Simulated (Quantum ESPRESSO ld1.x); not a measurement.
The numbers below are computed, except where a source is named.
The mean radii <r> (bohr) of the occupied orbitals of an atom or ion are listed with their occupations. Code: ld1.x of Quantum ESPRESSO 7.5. Model: scalar-relativistic Kohn-Sham, Wu-Cohen GGA, spin-unpolarised, spherical densities, point nucleus.

orbital  occ.     <r>
1s          2  0.2682

Name the element and its charge.

Answer. Z = 6, carbon, charge +4: C4+ in [He]. The 1s radius gives Z: for a bare nucleus <r> = (2 gamma + 1)/(2Z) with gamma = sqrt(1 - (Z/c)^2), 0.2498 bohr for Z = 6, and screening makes it slightly larger (0.2682 here). The occupations add up to 2, and the charge is Z minus that.
